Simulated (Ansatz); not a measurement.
Born–Oppenheimer molecular dynamics of C4H14N2Si (21 atoms, charge 0, multiplicity 1). It starts from a relaxed structure.

Computed with RKS PBE0-D4/STO-3G (Ansatz 0.2.0).

```yaml
ensemble: NVT, Langevin thermostat
time_step: 0.5 fs
steps_asked: 202
set_temperature: 200 K
friction: 0.05 /fs
seed: 186996
```

First frame:

```xyz
21
Properties=species:S:1:pos:R:3
Si 0.029 -0.180 -0.064
N 0.070 -0.253 1.692
C -1.220 -0.389 2.405
H -1.859 -1.114 1.878
H -1.048 -0.766 3.428
H -1.785 0.561 2.498
C 0.974 0.682 2.399
H 1.169 0.316 3.422
H 1.937 0.739 1.868
H 0.573 1.712 2.491
H 1.407 -0.217 -0.493
N -0.685 1.227 -0.840
C -2.150 1.404 -0.725
H -2.652 0.435 -0.871
H -2.479 1.816 0.251
H -2.508 2.096 -1.507
C 0.021 2.520 -0.699
H -0.318 3.222 -1.481
H -0.142 3.018 0.279
H 1.104 2.366 -0.825
H -0.759 -1.311 -0.493
```

Question: How far do the bonds stretch over the last three quarters of this one trajectory? (Pairs bonded in most of those frames.)

Answer: 
```csv
bond,mean (Å),spread (Å),shortest,longest
Si1–N2,1.759,0.030,1.71,1.81
Si1–H11,1.445,0.019,1.40,1.49
Si1–N12,1.757,0.009,1.74,1.77
Si1–H21,1.446,0.024,1.40,1.50
N2–C3,1.485,0.018,1.46,1.52
N2–C7,1.479,0.016,1.45,1.50
C3–H4,1.106,0.017,1.07,1.14
C3–H5,1.105,0.017,1.07,1.14
C3–H6,1.110,0.013,1.08,1.14
C7–H8,1.103,0.014,1.07,1.13
C7–H9,1.102,0.009,1.08,1.13
C7–H10,1.111,0.017,1.06,1.16
N12–C13,1.481,0.020,1.44,1.52
N12–C17,1.485,0.026,1.44,1.54
C13–H14,1.102,0.022,1.05,1.15
C13–H15,1.110,0.014,1.08,1.14
C13–H16,1.106,0.015,1.08,1.13
C17–H18,1.106,0.011,1.08,1.13
C17–H19,1.111,0.013,1.08,1.14
C17–H20,1.102,0.015,1.06,1.14
```

Mean temperature of the second half: 169 K. The mean temperature of the second half is 16 % below the set value. A run of 0.1 ps of so small a system gives no equilibrium averages. Limits of this set-up: minimal basis.

Time of the run: 22 min on 1 thread of Arm Neoverse V1, on a shared host, peak memory 0.15 GiB.
